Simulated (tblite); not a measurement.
Species: C2H9BrO2Si2.
Numbering: `[CH3:1][CH2:2][O:3][SiH2:4][O:5][SiH2:6][Br:7]` (hydrogens: H8, H9, H10 on C1; H11, H12 on C2; H13, H14 on Si4; H15, H16 on Si6)

Computed with GFN2-xTB (tblite), gas phase: L-BFGS steps from a force-field or distance-geometry start until the largest atomic force falls under 0.01 eV/Å.

Step 70: E = -674.1027 eV
```
atom  x, y, z in Å  |  force x, y, z in eV/Å
C1     -2.7521   -0.0927    0.2338   -0.027   0.004   0.027
C2     -1.7029    0.2030   -0.8258    0.023  -0.002   0.014
O3     -0.4310    0.2327   -0.2367    0.037  -0.007  -0.020
Si4     0.7971    1.2232   -0.5564    0.011   0.013  -0.055
O5      1.9788    0.7248    0.4300   -0.018   0.030   0.034
Si6     2.9104   -0.3679    1.1363    0.003   0.001  -0.007
Br7     3.9272   -1.4920   -0.4537    0.007  -0.010   0.000
H8     -2.7565    0.6965    0.9823   -0.003  -0.013  -0.013
H9     -2.5280   -1.0357    0.7279   -0.012   0.024  -0.034
H10    -3.7348   -0.1527   -0.2265    0.011  -0.010   0.019
H11    -1.7044   -0.5769   -1.5958   -0.008  -0.012   0.009
H12    -1.9125    1.1609   -1.3134   -0.013   0.012   0.003
H13     1.2786    1.0964   -1.9291   -0.005  -0.002   0.026
H14     0.5612    2.5949   -0.1223   -0.019  -0.005  -0.010
H15     2.1422   -1.3347    1.8956   -0.008  -0.015  -0.003
H16     3.9189    0.3965    1.8427    0.022  -0.009   0.010
```

Step 71: E = -674.1032 eV
```
atom  x, y, z in Å  |  force x, y, z in eV/Å
C1     -2.7483   -0.0911    0.2353   -0.032   0.002   0.023
C2     -1.7025    0.2022   -0.8281    0.012  -0.003   0.012
O3     -0.4294    0.2266   -0.2423    0.039  -0.012  -0.017
Si4     0.7962    1.2209   -0.5576    0.013   0.031  -0.052
O5      1.9745    0.7278    0.4351   -0.009   0.029   0.035
Si6     2.9075   -0.3657    1.1381    0.000   0.001   0.004
Br7     3.9238   -1.4885   -0.4518    0.017  -0.018  -0.018
H8     -2.7425    0.6955    0.9874   -0.011  -0.031  -0.023
H9     -2.5278   -1.0385    0.7216   -0.001   0.022  -0.011
H10    -3.7342   -0.1457   -0.2187    0.008   0.009   0.013
H11    -1.7089   -0.5770   -1.5986   -0.009  -0.017   0.004
H12    -1.9098    1.1610   -1.3146   -0.016   0.015   0.004
H13     1.2838    1.0942   -1.9278   -0.004  -0.001   0.022
H14     0.5540    2.5918   -0.1238   -0.017  -0.008  -0.015
H15     2.1384   -1.3359    1.8922   -0.004  -0.009   0.005
H16     3.9178    0.3987    1.8423    0.014  -0.013   0.013
```

Problem. Estimate the geometry and energy of step 72. (The exact step hangs on the optimiser's Hessian estimate; all steps are aligned on step 71, rigid shifts and turns removed.)

Solution. E = -674.1037 eV, largest force 0.044 eV/Å
```
atom  x, y, z in Å  |  force x, y, z in eV/Å
C1     -2.7448   -0.0898    0.2370   -0.030   0.012   0.001
C2     -1.7021    0.2012   -0.8303   -0.003  -0.003  -0.001
O3     -0.4273    0.2204   -0.2490    0.040  -0.010  -0.015
Si4     0.7958    1.2191   -0.5597    0.009   0.027  -0.023
O5      1.9703    0.7319    0.4410   -0.006   0.026   0.024
Si6     2.9047   -0.3633    1.1400   -0.002  -0.006   0.013
Br7     3.9206   -1.4856   -0.4501    0.020  -0.017  -0.027
H8     -2.7276    0.6937    0.9917   -0.022  -0.034  -0.015
H9     -2.5281   -1.0411    0.7153    0.013   0.000   0.018
H10    -3.7339   -0.1381   -0.2105    0.008   0.026   0.005
H11    -1.7143   -0.5773   -1.6012   -0.007  -0.018   0.001
H12    -1.9079    1.1612   -1.3158   -0.014   0.010   0.010
H13     1.2875    1.0935   -1.9272    0.007  -0.003   0.004
H14     0.5465    2.5885   -0.1265   -0.017   0.002  -0.015
H15     2.1361   -1.3376    1.8903    0.000   0.003   0.006
H16     3.9169    0.3996    1.8436    0.005  -0.015   0.013
```

The energy changes by -0.0005 eV. The first-order estimate −F·Δx gives -0.0007 eV and the mean of the old and new forces, exact on a quadratic surface, -0.0005 eV. The step makes an angle of 79° with the force vector and moves no atom by more than 0.016 Å.

The cost below is that of the whole relaxation. Time: 0.9 s. Hardware: one thread of an Arm Neoverse V1, no GPU (shared host).
